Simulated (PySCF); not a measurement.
**Potential energy of CaSi along the bond**

Set-up: PySCF, no relativity, basis sets Ca 3-21G, Si 3-21G. Energies in eV from Ca + Si in their ground configurations at the same level. All curves are PBE0. state 1: Ms = 1 determinant of mixed spin (⟨S²⟩ near 2.5), unpaired electrons π ↑↑; state 2: Ms = 0 determinant of mixed spin (⟨S²⟩ near 1.0), unpaired electrons π ↑↓, a mixture of terms (⟨Lz²⟩ = 2.0), a second solution, started from another occupation; state 3: ³Π (triplet), unpaired electrons σ ↑, π ↑, a second solution, started from another occupation; state 4: Ms = 1 determinant of mixed spin (⟨S²⟩ near 3.0), unpaired electrons σ ↑↑, π ↑↓, a mixture of terms (⟨Lz²⟩ = 2.0), a second solution, started from another occupation.

| R (Å) | state 1 | state 2 | state 3 | state 4 |
| --- | --- | --- | --- | --- |
| 2.640 | -0.723 | -0.2316 | 0.5169 | 0.4783 |
| 2.763 | -0.955 | -0.4680 | 0.1123 | 0.2403 |
| 2.886 | -1.081 | -0.5986 | -0.1606 | 0.1090 |
| 2.978 | -1.125 | -0.6456 | -0.2989 | 0.0623 |
| 3.070 | -1.137 | -0.6602 | -0.3929 | 0.0491 |
| 3.162 | -1.124 | -0.6506 | -0.4518 | 0.0619 |
| 3.285 | -1.079 | -0.6110 | -0.4885 | 0.1089 |
| 3.438 | -0.995 | -0.5349 | -0.4875 | 0.2008 |
| 3.623 | -0.874 | -0.4254 | -0.4453 | 0.3401 |
| 3.868 | -0.707 | -0.2753 | -0.3603 | 0.5471 |

Put a parabola through the three lowest points of the state 1 curve and estimate Re, k and ωe (reduced mass 16.46 u; 1 eV/Å² = 0.16022 mdyn/Å; ωe = 1302.8·√(k/μ) cm⁻¹).

Through R = 2.978, 3.07, 3.162 Å the second-order coefficient is 1.48 eV/Å², so Re ≈ 3.068 Å, k ≈ 0.473 mdyn/Å and ωe ≈ 221 cm⁻¹. A polynomial fit of higher order to the unrounded PBE0 energies gives Re = 3.063 Å, k = 0.473 mdyn/Å, ωe = 221 cm⁻¹; anharmonicity and rounding make the difference.

The higher-order fit for each curve: state 1: Re = 3.063 Å, ωe = 221 cm⁻¹, De = 1.14 eV; state 2: Re = 3.075 Å, ωe = 215 cm⁻¹, minimum 0.66 eV below the ground-state fragments; state 3: Re = 3.355 Å, ωe = 173 cm⁻¹, minimum 0.493 eV below the ground-state fragments; state 4: Re = 3.067 Å, ωe = 225 cm⁻¹, minimum 0.049 eV above the ground-state fragments.

3-21G is very small, so such numbers show the basis as much as the molecule. The state is the lowest determinant that a PBE0 search found; another state may lie lower at other levels.
